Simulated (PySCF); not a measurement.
CH2F, SMILES [CH2]F, multiplicity 2. Atoms are numbered in the order given.

```xyz
4

C     -0.6488     0.0558     0.0000
F      0.6808    -0.0097     0.0000
H     -1.1171    -0.1239     0.9584
H     -1.1171    -0.1239    -0.9584
```
Charge 0, spin multiplicity 2.

Coordinates come from a PBE0-D3(BJ)/def2-TZVPD optimisation. The isomer is the one that the SMILES or the coordinates give; other isomers of the formula were not compared.

Calculation: SMD-ωB97X/6-31G* (PySCF).

Solvation free energies are E(SMD) − E(gas) at the gas-phase geometry, for 1 M in both phases. In vacuum the dipole moment is 1.27 D.

Computed solvation free energies in water, acetone, tetrahydrofuran:
```tsv
solvent	ΔG(solv) (kcal/mol)	its non-electrostatic (CDS) part	dipole (D)
water	2.0	4.1	1.52
acetone	0.2	2.2	1.51
tetrahydrofuran	0.6	2.3	1.48
```
